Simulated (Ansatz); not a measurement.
`C[Si](F)(F)[SiH3]` + `BN[SiH2]Cl` → `BN([SiH3])[SiH2]Cl` + `C[SiH](F)F`  (cleavage of the Si–Si bond)

Program: Ansatz. Geometries: PBE0-D4/def2-TZVP. ΔE: electronic, gas phase. CBS: MP2 limit from def2 TZ/QZ plus the TZ coupled-cluster correction, frozen cores. DFT in def2-TZVPP. B3LYP here is the variant with VWN-RPA as its local correlation; programs differ in this. HSE06 is defined as in plane-wave codes. Each species was taken in one conformer, which may not be the lowest.

`C[Si](F)(F)[SiH3]`:

```xyz
11

C     1.564    0.815   -0.044
Si   -0.269    0.712    0.162
F    -0.649    1.260    1.614
F    -0.956    1.711   -0.879
Si   -1.232   -1.408   -0.104
H     1.903    1.844    0.100
H     2.072    0.180    0.685
H     1.860    0.492   -1.046
H    -0.651   -2.348    0.892
H    -2.704   -1.337    0.089
H    -0.940   -1.921   -1.470
```

`BN[SiH2]Cl`:

Cartesian coordinates in Å:
```
B 1.526 0.074 -0.409
N 0.144 0.130 -0.643
Si -1.090 -0.238 0.512
Cl -2.024 1.472 1.166
H 1.913 -0.264 0.672
H 2.286 0.358 -1.288
H -0.159 0.430 -1.560
H -2.143 -1.064 -0.119
H -0.454 -0.898 1.668
```

`BN([SiH3])[SiH2]Cl`:

```xyz
12

B     1.638    0.317    0.219
N     0.259    0.039    0.096
Si   -0.824    1.393   -0.218
Si   -0.339   -1.586    0.193
Cl   -1.032   -2.188   -1.646
H     2.421   -0.571    0.398
H     2.011    1.457    0.145
H    -2.213    0.870   -0.193
H    -0.537    1.983   -1.546
H    -0.651    2.421    0.836
H    -1.493   -1.649    1.116
H     0.759   -2.485    0.600
```

`C[SiH](F)F`:

```xyz
8

C    -0.970   -0.122   -0.144
Si    0.844    0.063    0.098
F     1.180    0.095    1.653
F     1.330    1.452   -0.505
H    -1.510    0.699    0.333
H    -1.321   -1.062    0.288
H    -1.217   -0.123   -1.209
H     1.664   -1.002   -0.514
```

| level | ΔE (kJ/mol) | difference from CCSD(T)/CBS |
| --- | --- | --- |
| LDA (SPW92) | -31.0 | 22.7 |
| r2SCAN-D4 | -42.6 | 11.1 |
| B3LYP-D4 | -46.5 | 7.2 |
| r2SCANh-D4 | -44.4 | 9.3 |
| PBE | -24.4 | 29.3 |
| BLYP | -33.1 | 20.6 |
| PBE0 | -33.0 | 20.7 |
| HSE06 | -33.0 | 20.7 |
| RPA@PBE/def2-TZVPP | -56.0 | -2.3 |
| HF/def2-QZVPP | -62.5 | -8.8 |
| CCSD(T)/CBS | -53.7 | 0 |

Largest T1 diagnostic among the species: 0.012.

From r2SCAN to r2SCAN0 (25 % exact exchange), in def2-TZVPP and without D4, ΔE moves by −4.1 kJ/mol. Leaving LDA and LC-ωPBE aside and taking each functional with its dispersion term where it has one, the values, not all of them listed here, spread over 27.5 kJ/mol, from BHLYP-D4 to PBE-D4. LDA lies −6.6 kJ/mol from PBE without D4. The D4 term adds −6.3 kJ/mol with B3LYP and −3.3 kJ/mol with PBE0; it sums over pairs of atoms, weighted by their polarisabilities, and B3LYP, whose exchange is more repulsive, gets the larger term.
